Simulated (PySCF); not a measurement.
C6H5BF2O.
Numbering: `[OH:1][c:2]1[cH:3][cH:4][cH:5][cH:6][c:7]1[B:8]([F:9])[F:10]`

Cartesian coordinates in Å at the PBE0-D3(BJ)/def2-SVP level; atoms count from 1:
```xyz
15
C6H5BF2O angstrom
O      0.2954    2.3067    0.2326
C     -0.0786    1.0514   -0.0441
C     -1.2217    0.8924   -0.8401
C     -1.6682   -0.3789   -1.1661
C     -0.9944   -1.5195   -0.7108
C      0.1343   -1.3619    0.0765
C      0.6188   -0.0853    0.4284
B      1.8738    0.0272    1.3029
F      2.3817    1.2228    1.6403
F      2.5178   -1.0226    1.7753
H      1.0965    2.2980    0.7739
H     -1.7378    1.7880   -1.1902
H     -2.5602   -0.4869   -1.7888
H     -1.3534   -2.5159   -0.9745
H      0.6725   -2.2409    0.4404
```

Probes without a nucleus sit at each ring's centroid and 1 Å off its mean plane on both sides; NICS is minus the shielding there, NICSzz its component along the normal. Level: GIAO HF/pcSseg-1 (PySCF, non-relativistic, gas phase) on the PBE0-D3(BJ)/def2-SVP geometry, one conformer.

Ring bond lengths (Å): C2–C3 1.402, C3–C4 1.386, C4–C5 1.401, C5–C6 1.385, C6–C7 1.410, C7–C2 1.415.

Task: Give the NICS values of each ring in ppm.

Result: 
| ring | type | NICS(0) | NICS(1), two faces | NICS(1)zz, two faces | rms pucker (Å) | centre to ring atoms, mean (Å) |
| --- | --- | --- | --- | --- | --- | --- |
| C2–C3–C4–C5–C6–C7 | 6-membered carbocycle; formal bonds all aromatic | -9.3 | -11.3 / -11.3 | -26.8 / -26.8 | 0.00 | 1.40 |

Task: What can be read from them?

Result: 
- C2–C3–C4–C5–C6–C7: mean NICS(1)zz -26.8 ppm, shielded. For a flat ring without four-coordinate atoms the NICS criterion counts such a value as aromatic.

Task: What does the geometric index give? HOMA = 1 − mean of α(R − Ropt)² over the ring bonds, with Krygowski's 1993 parameters (CC: Ropt 1.388 Å, α 257.7 Å⁻²).

Result: 
- C2–C3–C4–C5–C6–C7: HOMA 0.93 = 1 − EN − GEO, with mean bond length 1.400 Å, EN = α(Ropt − mean)² = 0.036 and GEO = α × variance = 0.032. The geometric and the magnetic index point the same way.

Task: What is the mean of the two in-plane components of NICS at the second NICS(1) probe listed for ring C2–C3–C4–C5–C6–C7, 1 Å off the ring?

Result: The isotropic value is a third of the trace: (3 × -11.3 − (-26.8))/2 = -3.6 ppm.

Task: What are the shieldings of the ring atoms and their hydrogens in the same run (means over atoms taken as equivalent)?

Result: 
```json
{"atoms": "C2", "environment": "aromatic carbon bearing oxygen", "σ isotropic (ppm)": "13.0", "principal values of the symmetric part, first atom (ppm)": "-106.3, 9.0, 136.3"}
{"atoms": "C3", "environment": "aromatic CH carbon", "σ isotropic (ppm)": "70.8", "principal values of the symmetric part, first atom (ppm)": "-22.9, 62.4, 172.9"}
{"atoms": "C4", "environment": "aromatic CH carbon", "σ isotropic (ppm)": "39.4", "principal values of the symmetric part, first atom (ppm)": "-85.9, 22.4, 181.6"}
{"atoms": "C5", "environment": "aromatic CH carbon", "σ isotropic (ppm)": "68.9", "principal values of the symmetric part, first atom (ppm)": "-41.5, 62.6, 185.7"}
{"atoms": "C6", "environment": "aromatic CH carbon", "σ isotropic (ppm)": "39.9", "principal values of the symmetric part, first atom (ppm)": "-89.5, 26.1, 183.2"}
{"atoms": "C7", "environment": "substituted aromatic carbon", "σ isotropic (ppm)": "86.5", "principal values of the symmetric part, first atom (ppm)": "15.1, 55.5, 188.8"}
{"atoms": "H12", "environment": "aromatic hydrogen", "σ isotropic (ppm)": "24.52", "principal values of the symmetric part, first atom (ppm)": "20.1, 25.5, 28.0"}
{"atoms": "H13", "environment": "aromatic hydrogen", "σ isotropic (ppm)": "23.75", "principal values of the symmetric part, first atom (ppm)": "20.5, 24.2, 26.6"}
{"atoms": "H14", "environment": "aromatic hydrogen", "σ isotropic (ppm)": "24.72", "principal values of the symmetric part, first atom (ppm)": "20.8, 26.1, 27.3"}
{"atoms": "H15", "environment": "aromatic hydrogen", "σ isotropic (ppm)": "23.53", "principal values of the symmetric part, first atom (ppm)": "19.2, 23.1, 28.3"}
```

Task: How do the values depend on the level or the medium?

Result: 
```json
{"level": "HF/pcSseg-1, gas", "NICS(0), C2–C3–C4–C5–C6–C7": "-9.3", "mean NICS(1)zz, C2–C3–C4–C5–C6–C7": "-26.8"}
{"level": "PBE0/pcSseg-1, gas", "NICS(0), C2–C3–C4–C5–C6–C7": "-7.9", "mean NICS(1)zz, C2–C3–C4–C5–C6–C7": "-23.9"}
```

The geometry is the same throughout.
